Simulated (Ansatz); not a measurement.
Ansatz (a program for electronic structure) input:
A basis named .json is the Basis Set Exchange file of that set.

Ansatz 0.2 input:
```yaml
crystal:
  periodic: [false, false, false]
  atoms:
    - {symbol: Au, position_ang: [-0.00000000, -0.00000000, -1.27682546]}
    - {symbol: Au, position_ang: [0.00000000, 0.00000000, 1.27682546]}
basis:
  gaussian:
    orbitals: def2-TZVPPD.json
magnetization: {spin_polarized: true, initial_magnetization: 2}
correlation: {method: ccsd_t, electrons: outside_noble_gas}
```

### Question
Which total energy does the run end on?

### Answer
-270.28891 Eh (CCSD(T)/def2-TZVPPD). The basis has 118 functions.

This state (charge 0, triplet) is run at the relaxed geometry of the species with charge 0 and multiplicity 1, and is a spin state other than that species' own.
